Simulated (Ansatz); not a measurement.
A geometry relaxed with B3LYP-D3(BJ)/def2-TZVP (Ansatz, a first-principles code), charge 0, multiplicity 1:

```xyz
8

C     -0.1138    -0.7126     0.5302
C      1.2478     1.1967    -0.7178
C      0.6306     0.3401    -0.1542
H      1.7926     1.9603    -1.2170
H      0.5011    -1.1582     1.3178
N     -2.3394     0.1241     1.6156
H     -0.3593    -1.5168    -0.1697
C     -1.3595    -0.2336     1.1351
```

**Question.** Write the SMILES of this molecule.

**Answer.** `C#CCC#N`
